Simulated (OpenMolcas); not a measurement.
**Mn4+: moving the ligands**

Mn4+ with 4 ligands (sulfide) in tetrahedral coordination (Td) at 2.17 Å. A charge of +1 e stands 2.8 Å behind each ligand. Ligand basis ANO-RCC-VDZP.
```
Mn    0.0000    0.0000    0.0000
S     1.2529    1.2529    1.2529
S     1.2529   -1.2529   -1.2529
S    -1.2529    1.2529   -1.2529
S    -1.2529   -1.2529    1.2529
```

```yaml
Program: OpenMolcas
Method: "SS-CASPT2, IPEA 0.25 Eh, imaginary shift 0.1 Eh (closed shells correlated: 3s 3p and the ligand valence shells)"
Basis: ANO-RCC-VTZP [6s5p3d2f1g]
Scalar_Hamiltonian: DKH2, point nucleus
Active_space: 3 electrons in 5 orbitals (3d)
State_averaging: 2S+1 = 4 even, 10 roots; 2S+1 = 2 even, 40 roots
Spin-orbit_coupling: RASSI with atomic mean-field integrals over the reference wave functions
```

Runs around this geometry, states (labels of Td). Energies in cm-1 above the lowest state or level, χT in cm3 K/mol; under a threefold ground state the first gap can be a small split of the lowest multiplet, not the spin-orbit step.

```
R (Å)  Ground state  First state of that spin  First gap with spin-orbit (degeneracies)  χT at 300 K  First state of another spin
 2.14           4T1                 4T2 10660                                260 (4, 2)        1.157                        2E 70
 2.17           4T1                  4T2 9020                                120 (4, 2)        1.370                       2E 840
 2.21           4T1                  4T2 8460                                150 (4, 2)        1.328                       2E 610
```

Roots that are degenerate in the reference are averaged as groups; the widest CASPT2 spread within a group is 2700 cm-1 (the 3-fold group of multiplicity 4 near 9020 cm-1 above the lowest state of its run, R = 2.17). Shifts and gaps below about the spread of the groups concerned are not significant. Over all roots computed the reference weight is 0.54 to 0.59 in R = 2.14, 0.52 to 0.59 in R = 2.17, 0.48 to 0.58 in R = 2.21; the roots of lowest weight are the least certain, and an intruder state may touch them. This shell can be high or low spin here, a state of another spin lies low, and with metal d orbitals alone active their balance is uncertain, so the ground spin may be wrong. The sulfide ions are held by bare point charges, a crude embedding. Ligand-to-metal charge-transfer states are missing. This ion would oxidise such ligands; the complex is a model and need not exist. With no ligand orbital active B as a rule stays too high, so bands that hang on it stand too high and its fall with covalency is understated. With one d shell and no ligand orbital active, 10Dq can be off by a tenth or more. Spin-orbit coupling mixes the spin-free states strongly: the lowest level takes only 65 % from its leading state, 4T1 (holds for R = 2.14). The least metal-like active orbital is 73 % on the metal (Löwdin) and no ligand orbital is active, so the numbers are rough (holds for R = 2.14). An orbital triplet at a regular site is open to Jahn-Teller coupling, which can distort the site and quench the lowest spin-orbit gaps and is left out (holds for R = 2.17; R = 2.21). The least metal-like active orbital is 74 % on the metal (Löwdin) and no ligand orbital is active, so the numbers are rough (holds for R = 2.17). The least metal-like active orbital is 75 % on the metal (Löwdin) and no ligand orbital is active, so the numbers are rough (holds for R = 2.21). No measured value stands beside these numbers; the geometry is a model, was not optimised and need not be the one that this ion takes.
